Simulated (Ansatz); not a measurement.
Isolated molecules relaxed with PBE0-D4/def2-TZVP in Ansatz; ΔE leaves out vibrations. CCSD(T)/CBS adds triple-zeta CCSD(T) − MP2 to the extrapolated MP2 energy (def2 sets, frozen cores). This one scheme is used for every species. Functionals use def2-TZVPP. For Ga outer-core shells are correlated without core-valence functions, which leaves a few kJ/mol of doubt a bond. Scalar relativity is left out up to krypton. Each species was taken in one conformer, which may not be the lowest.

`C[SiH2][GaH][CH](O)F` + HCl → `C[SiH2][GaH][Cl]` + `OCF`  (ligand exchange at a Ga–C bond)

`C[SiH2][GaH][CH](O)F`:

Z-matrix (Å, degrees):
```
C
Si 1 1.876
H 1 1.092 2 111.2
H 1 1.092 2 110.4 3 120.7
H 1 1.092 2 110.3 3 -120.7
Ga 2 2.409 1 111.8 3 179.7
H 2 1.493 1 110.3 3 58.2
H 2 1.494 1 110.4 3 -58.9
C 6 2.023 2 115.2 1 1.1
H 6 1.575 2 127.0 1 -178.7
O 9 1.383 6 106.3 2 -62.4
F 9 1.407 6 107.9 2 55.0
H 9 1.097 6 117.1 2 172.4
H 11 0.964 9 110.0 6 -172.7
```

HCl:

Z-matrix (Å, degrees):
```
Cl
H 1 1.279
```

`C[SiH2][GaH][Cl]`:

Z-matrix (Å, degrees):
```
C
Si 1 1.877
H 1 1.092 2 111.0
H 1 1.092 2 110.5 3 -119.9
H 1 1.092 2 111.0 3 120.2
Ga 2 2.407 1 113.5 3 -60.1
H 2 1.490 1 110.4 3 60.5
H 2 1.490 1 110.4 3 179.2
Cl 6 2.164 2 114.3 1 179.9
H 6 1.568 2 133.2 1 -0.1
```

`OCF`:

Z-matrix (Å, degrees):
```
C
F 1 1.381
O 1 1.370 2 111.1
H 1 1.091 2 107.8 3 -117.4
H 1 1.096 2 106.3 3 123.2
H 3 0.962 1 109.3 2 70.7
```

Is it downhill or uphill in electronic energy at CCSD(T)/CBS, and by how much? (An estimate is asked.)

Ansatz gave: Downhill: ΔE = -1.72 eV.

What do these levels give: PBE-D4, BLYP-D4, B97M-V, r2SCAN0-D4, RPA@PBE/def2-TZVPP, MP2/CBS(def2)? (Best estimate.)

The calculation gave: PBE-D4 -1.65, BLYP-D4 -1.64, B97M-V -1.80, r2SCAN0-D4 -1.82, RPA@PBE/def2-TZVPP -1.64, MP2/CBS(def2) -1.77 eV.

Largest T1 diagnostic among the species: 0.013.

Leaving LDA and LC-ωPBE aside and taking each functional with its dispersion term where it has one, the values, not all of them listed here, spread over 0.22 eV, from BHLYP-D4 to revPBE-D4. LDA lies +0.08 eV from PBE without D4. In def2-TZVPP, CCSD(T) changes the Hartree–Fock value by +0.36 eV (the triples alone add +0.03 eV) and MP2 by +0.31 eV.
